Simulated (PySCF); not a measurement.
## Telling isomers of C7H13P apart by NMR

PySCF 2.14 calculation with shieldings: GIAO PBE0/pcSseg-1 and geometry from GFN2-xTB; no solvent, relativity neglected, a single conformation, averaged over atoms made equivalent by symmetry, fast rotation or ring inversion.

Referencing at the same level of theory: 1H and 13C vs TMS. Splittings of carbon signals by F and P are missing where no couplings were computed. Where no couplings were computed, multiplicities follow the n + 1 count of equivalent neighbours, and m marks all less simple cases (inequivalent or close neighbours, rings, F or P nearby). Shifts are as computed. Against solution values, carbons near 30 ppm lie about +3 ppm off and those near 130 ppm about +5 ppm. Of 1211 compounds with measured shifts, 218 miss one by over three times the rms of a fit or turn the order of signals round; such compounds aren't used in these exercises.

(1) Tabulate the signals of `C1CP2CCC1CC2`, `CCCP1CC=CC1`, `CC1=C(C)CP(C)C1` and their relative energies.

(2) What is the quickest way to tell C1CP2CCC1CC2 from CC1=C(C)CP(C)C1?

(3) What is the quickest way to tell CCCP1CC=CC1 from CC1=C(C)CP(C)C1?

(4) What is the quickest way to tell C1CP2CCC1CC2 from CCCP1CC=CC1?

## Answers

(1) 
```json
{"SMILES": "C1CP2CCC1CC2", "carbon types": "1×CH 6×CH2", "δC": "26.2, 25.2, 19.0", "δH": "1.63 (m, 6H), 1.53 (m, 6H), 1.34 (m, 1H)", "E rel. (kcal/mol)": "0.0"}
{"SMILES": "CCCP1CC=CC1", "carbon types": "2×CH 4×CH2 1×CH3", "δC": "137.1, 38.0, 35.6, 24.2, 19.1", "δH": "6.07 (m, 2H), 2.46 (m, 4H), 1.32 (m, 2H), 1.15 (m, 2H), 1.05 (t, 3H)", "E rel. (kcal/mol)": "16.6"}
{"SMILES": "CC1=C(C)CP(C)C1", "carbon types": "2×C 2×CH2 3×CH3", "δC": "136.2, 45.2, 19.3, 14.7", "δH": "2.29 (m, 4H), 1.86 (s, 6H), 0.80 (m, 3H)", "E rel. (kcal/mol)": "8.6"}
```

Energies are electronic energies at PBE0/pcSseg-1 on these geometries, without zero-point or thermal terms, each for the one conformer computed, which needn't be the lowest.

(2) Count the carbon signals: 3 against 4. The first has an sp3 CH in a ring at 25.2 ppm, the second a fully substituted alkene carbon (C) at 136.2 ppm. Their most deshielded carbons lie at 26.2 and 136.2 ppm. In the proton spectra the most deshielded non-exchanging signals are 1.63 (m, 6H) and 2.29 (m, 4H).

(3) Count the carbon signals: 5 against 4. The first has an alkene CH at 137.1 ppm, the second a fully substituted alkene carbon (C) at 136.2 ppm. In the proton spectra the most deshielded non-exchanging signals are 6.07 (m, 2H) and 2.29 (m, 4H).

(4) Count the carbon signals: 3 against 5. The first has an sp3 CH in a ring at 25.2 ppm, the second an alkene CH at 137.1 ppm. Their most deshielded carbons lie at 26.2 and 137.1 ppm. In the proton spectra the most deshielded non-exchanging signals are 1.63 (m, 6H) and 6.07 (m, 2H).
